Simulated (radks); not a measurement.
Q: Radial electron density D(r) = 4 pi r^2 rho(r) of an atom or ion with 2 electrons. Calculated with a radial shooting solver on a logarithmic mesh with Libxc functionals: scalar-relativistic Kohn-Sham, PBEsol, spin-polarised, spherical densities, point nucleus.

```
   r/bohr * D(r) (the largest magnitude, 34.3, reaches the edge; | marks zero)
 0.001227 |  *
 0.001351 |  *
 0.001487 |   *
 0.001624 |    *
 0.001787 |    *
 0.001952 |     *
 0.002148 |      *
 0.002365 |       *
 0.002582 |         *
 0.002842 |          *
 0.003104 |            *
 0.003417 |              *
 0.003761 |                *
 0.004107 |                  *
 0.004521 |                    *
 0.004936 |                       *
 0.005434 |                          *
 0.005981 |                             *
 0.006531 |                                *
  0.00719 |                                   *
 0.007851 |                                      *
 0.008642 |                                         *
 0.009513 |                                            *
  0.01039 |                                               *
  0.01143 |                                                  *
  0.01249 |                                                   *
  0.01374 |                                                     *
  0.01513 |                                                      *
  0.01652 |                                                      *
  0.01819 |                                                     *
  0.02002 |                                                    *
  0.02186 |                                                  *
  0.02406 |                                               *
  0.02628 |                                            *
  0.02892 |                                        *
  0.03184 |                                    *
  0.03477 |                                 *
  0.03827 |                             *
  0.04179 |                           *
    0.046 |                         *
  0.05063 |                       *
  0.05529 |                      *
  0.06086 |                    *
  0.06646 |                   *
  0.07316 |                  *
  0.08053 |                 *
  0.08794 |               *
   0.0968 |             *
   0.1057 |          *
   0.1164 |        *
   0.1281 |     *
   0.1399 |   *
    0.154 |  *
   0.1681 | *
   0.1851 |*
   0.2037 *
   0.2224 *
   0.2448 *
   0.2674 *
   0.2943 *
```

What is the nuclear charge?

A: Z = 59. The innermost maximum, from 1s, lies near gamma/Z bohr with gamma = sqrt(1 - (Z/c)^2) = 0.903, here 0.0153 bohr (found: 0.0160), and its height grows with Z. The density is that of the praseodymium ion Pr57+ in 1s1 2p1; the configuration itself is not fixed sharply by these data, and Z only to a few units. D(r) has 1 maximum, at r = 0.0160 bohr.
